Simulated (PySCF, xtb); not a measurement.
Sb(F)3 cation (F3Sb), SMILES [F][Sb]([F])[F] (connectivity only; charge and spin as stated), charge +1, multiplicity 2.

Harmonic wavenumbers (cm⁻¹) from GFN2-xTB (xtb 6.7.1) at its own minimum, in rising order: 95, 95, 120, 322, 323, 370.

**Question.** What does PBE-D3(BJ)/def2-SVP run with PySCF 2.14.0 give at its own minimum? (An estimate is asked for; the answer gives what the named calculation found.)

**Answer.** 146, 146, 162, 606, 629, 629. Paired by order, the mean absolute difference is 166 cm⁻¹ and the zero-point energies are 1.9 and 3.3 kcal/mol.
